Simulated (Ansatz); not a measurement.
AlB2H5O, SMILES `[BH2][AlH][BH]O` at its PBE0-D4/def2-TZVP geometry, where that method's forces vanish. Charge 0, multiplicity 1.

```xyz
9

B     1.1371   -1.0529   -1.6231
Al   -0.4805    0.0354   -0.8086
B    -0.6850    0.4220    1.2993
O    -0.0862    1.5162    1.8347
H     2.1478   -0.5300   -2.0084
H     1.1378   -2.2508   -1.7176
H    -1.6275    0.5412   -1.8062
H    -1.3111   -0.2958    2.0492
H    -0.2323    1.6148    2.7807
```

What forces (eV/Å) does B3LYP-D4/def2-TZVPP give on these atoms in Ansatz? (Estimate.)

The calculation gave: 
```
B1   0.086 -0.056 -0.045
Al2 -0.051  0.017 -0.046
B3  -0.122 -0.195 -0.053
O4   0.041  0.081  0.064
H5  -0.100 -0.056  0.039
H6   0.004  0.121  0.010
H7   0.061 -0.026  0.055
H8   0.060  0.071 -0.064
H9   0.021  0.044  0.041
```

B3LYP here is the variant with VWN-RPA as its local correlation; programs differ in this.
